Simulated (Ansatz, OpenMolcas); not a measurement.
## How basis sets differ on BNH3ClO (SMILES NB(O)Cl)

BNH3ClO has 7 atoms, charge 0, and is taken as a singlet. As SMILES, `NB(O)Cl`. The shape is that of a PBE0-D4/def2-TZVP optimisation. This is one conformer, not always the lowest.

Quantity: the HOMO–LUMO gap, in eV. The values are calculated.

```
               level          kind     program  value (eV)
   HF/ANO-R0 (sfX2C)  Hartree–Fock  OpenMolcas       16.83
HF/ANO-RCC-MB (DKH2)  Hartree–Fock  OpenMolcas       17.85
           HF/STO-3G  Hartree–Fock  OpenMolcas       19.05
            HF/3-21G  Hartree–Fock  OpenMolcas       17.65
        HF/def2-SVPD  Hartree–Fock      Ansatz       13.33
```

The values span 13.33 to 19.05 eV. A Hartree–Fock LUMO above zero doesn't converge with the basis: it sinks as sets grow more diffuse. Orbital gaps aren't excitation energies.
